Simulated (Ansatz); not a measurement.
`OB(O)OC[SiH3]`, relaxed with RKS PBE-D4/def2-SVP in the Gaussian-basis code of Ansatz from a rough embedded geometry. The force threshold is 0.03 eV/Å; the program also tests the step.

Charge 0, multiplicity 1.

Start:

```xyz
13

O     2.580   -0.203    1.096
B     1.241   -0.723    0.607
O     1.206   -1.757   -0.420
O     0.011   -0.247    1.123
C    -0.506    0.854    0.473
Si   -1.697    0.346   -0.901
H     2.727    0.582    0.506
H     1.270   -2.604    0.009
H     0.285    1.585    0.057
H    -1.094    1.519    1.179
H    -2.262    1.556   -1.519
H    -0.945   -0.425   -1.912
H    -2.818   -0.484   -0.299
```

```tsv
step	energy (eV)	largest force (eV/Å)	largest move (Å)
1	-15826.4993	3.267	0.000
2	-15826.9537	1.762	0.142
3	-15827.1383	1.598	0.195
4	-15827.4686	1.071	0.200
5	-15827.7201	1.251	0.200
6	-15827.9740	0.479	0.200
7	-15828.0910	0.409	0.200
8	-15828.1116	0.881	0.194
9	-15828.1510	0.517	0.117
10	-15828.1747	0.208	0.200
11	-15828.1863	0.078	0.113
13	-15828.1948	0.084	0.027
15	-15828.1961	0.056	0.030
17 (rejected)	-15828.1932	0.414	0.195
19	-15828.1985	0.021	0.023
21	-15828.2013	0.206	0.083
23	-15828.2059	0.055	0.079
25 (rejected)	-15828.2061	0.334	0.155
27	-15828.2093	0.022	0.039
29	-15828.2113	0.121	0.051
31	-15828.2134	0.023	0.026
32	-15828.2139	0.030	0.037
```

End:

```xyz
13

O     2.262   -0.139    0.959
B     1.317   -1.059    0.550
O     1.612   -2.395    0.579
O     0.057   -0.717    0.097
C    -0.347    0.640    0.017
Si   -1.996    0.737   -0.946
H     1.942    0.779    0.911
H     2.516   -2.533    0.911
H     0.406    1.276   -0.513
H    -0.490    1.091    1.030
H    -2.421    2.180   -1.023
H    -1.804    0.198   -2.335
H    -3.054   -0.058   -0.236
```

Hardware: 2 threads of an AMD EPYC 7R13 on a shared host. Wall time 57 s, peak host memory 0.17 GiB.
